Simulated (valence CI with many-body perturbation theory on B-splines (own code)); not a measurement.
# Tm48+: what each term of the Hamiltonian does

Calculated by relativistic CI+MBPT: three valence electrons over a frozen Dirac-Fock core [Ar], a basis of 9 s, 9 p, 10 d, 8 f, 5 g, 3 h, 1 i functions for each j, with the one-electron correlation potential Σ1, the two-electron term Σ2, the three-electron term Σ3, Breit, model QED; selected CI, second order for the rest (own B-spline code, finite nucleus).

The last digits are not significant, and no measured levels were compared; by estimate large intervals hold to a few tenths of a per cent, small ones and those within an open d or f shell to about a per cent. Only levels of the ground parity were solved; by the run's estimate the other parity begins above the list, which can be wrong where configurations are misplaced.

Each rung adds one term. CI alone is the Dirac-Coulomb CI over the frozen core; QED comes last and gives the full result, which names the levels. Energies are above (3d3/2^3) J=3/2 on the same rung, in eV.

Levels are named by their leading jj configuration (3d3/2^4 stands for four electrons in 3d with j = 3/2), which in mixed levels can hold well under half, so a name can repeat and another be missing. Letters in brackets count levels of one name in rising energy.

| Level | CI alone |
| --- | --- |
| (3d3/2^2 3d5/2) J=5/2 [a] | 46.02 |
| (3d3/2^2 3d5/2) J=3/2 | 52.07 |
| (3d3/2^2 3d5/2) J=7/2 | 56.06 |
| (3d3/2^2 3d5/2) J=9/2 | 56.62 |
| (3d3/2^2 3d5/2) J=1/2 | 57.29 |
| (3d3/2^2 3d5/2) J=5/2 [b] | 78.13 |
| (3d3/2 3d5/2^2) J=7/2 [a] | 100.65 |
| (3d3/2 3d5/2^2) J=9/2 | 105.30 |
| (3d3/2 3d5/2^2) J=3/2 [a] | 109.39 |
| (3d3/2 3d5/2^2) J=1/2 | 112.23 |
| (3d3/2 3d5/2^2) J=11/2 | 114.84 |
| (3d3/2 3d5/2^2) J=5/2 [a] | 114.54 |
| (3d3/2 3d5/2^2) J=5/2 [b] | 122.02 |
| (3d3/2 3d5/2^2) J=7/2 [b] | 123.39 |
| (3d3/2 3d5/2^2) J=3/2 [b] | 140.08 |
| (3d5/2^3) J=9/2 | 159.25 |

Problem. What do these energies become with core correlation, Breit and QED?

Solution. (3d3/2^2 3d5/2) J=5/2 [a] 45.38 (-0.637); (3d3/2^2 3d5/2) J=3/2 51.36 (-0.703); (3d3/2^2 3d5/2) J=7/2 54.44 (-1.617); (3d3/2^2 3d5/2) J=9/2 54.76 (-1.864); (3d3/2^2 3d5/2) J=1/2 56.16 (-1.127); (3d3/2^2 3d5/2) J=5/2 [b] 76.65 (-1.481); (3d3/2 3d5/2^2) J=7/2 [a] 98.98 (-1.673); (3d3/2 3d5/2^2) J=9/2 102.99 (-2.306); (3d3/2 3d5/2^2) J=3/2 [a] 107.73 (-1.661); (3d3/2 3d5/2^2) J=1/2 110.38 (-1.853); (3d3/2 3d5/2^2) J=11/2 111.89 (-2.954); (3d3/2 3d5/2^2) J=5/2 [a] 112.43 (-2.109); (3d3/2 3d5/2^2) J=5/2 [b] 119.55 (-2.467); (3d3/2 3d5/2^2) J=7/2 [b] 120.60 (-2.792); (3d3/2 3d5/2^2) J=3/2 [b] 137.95 (-2.132); (3d5/2^3) J=9/2 156.33 (-2.922).

Problem. How does the ionisation energy move along the ladder, and which term matters most?

Solution. CI alone 4195.0, + Σ1 4197.7, + Σ2 4203.6, + Σ3 4203.7, + Breit 4200.1, + QED 4200.3 eV. The largest step is Σ2, 6.0 eV. NIST lists 4199 ± 4 eV (theoretical).
